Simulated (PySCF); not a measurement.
A species of formula C5H6S2 has this rotational fingerprint, computed with PBE0-D3(BJ)/def2-SVP geometry optimisation, gas phase (PySCF 2.14.0):

- Rotational constants: A = 4056, B = 1404, C = 1050 MHz
- Dipole components: |μa| = 0.18 D, |μb| = 0.96 D, |μc| = 0.00 D
- Inertial defect: -3.27 u·Å²
- κ: -0.76

Problem. Which candidate fits, each taken in the one conformer that was computed?
A. `[CH3:1][S:2][c:3]1[cH:4][cH:5][cH:6][s:7]1` with C1–S2–C3–C4 180°
B. `[CH3:1][S:2][c:3]1[cH:4][cH:5][s:6][cH:7]1` with C1–S2–C3–C4 180°

Solution. A. It is CSc1cccs1, an asymmetric top, point group Cs. The candidates at the same level (rigid rotor, commonest isotopes):

```csv
SMILES,A (MHz),B (MHz),C (MHz),μa (D),μb (D),μc (D),Δ (u·Å²),point group,rotor
CSc1cccs1,4056,1404,1050,0.18,0.96,0.00,-3.27,Cs,asymmetric top
CSc1ccsc1,4656,1150,928.0,0.34,0.89,0.00,-3.27,Cs,asymmetric top
```

`CSc1ccsc1` has B 18 % too low. In the right answer the mirror of this Cs structure is the ab plane, so μc vanishes by symmetry. No structure here is proved a minimum.
